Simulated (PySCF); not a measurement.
**Removal energies of Te⁴⁺ from EOM-IP-GCCSD**

Reference: closed-shell Te⁴⁺, [Kr] 4d10 5s2; one electron is removed. Calculated with PySCF 2.14, two-component X2C-1e with screened spin-orbit coupling, x2c-TZVPPall-2c with one added diffuse shell each of s, p, d, f type (9s10p6d3f, 90 functions); frozen [Ar] 3d10; the 6 highest virtual spinors dropped; of the others 108 kept and the rest restored at second order. No Breit or QED terms. Binding energies in eV.

```tsv
level	Koopmans
4d3/2	97.046
4d5/2	95.447
5s1/2	56.512
```

(1) How does correlation move these levels?

For comparison, the ionisation energy of Te⁴⁺ is 59.3 ± 0.9 eV (measured; NIST Atomic Spectra Database, ionization energies).

Only part of the computed levels is shown.

Answers

(1) 4d3/2: second order 94.478, EOM-CCSD 95.308; 4d5/2: second order 92.958, EOM-CCSD 93.767; 5s1/2: second order 58.191, EOM-CCSD 58.198.
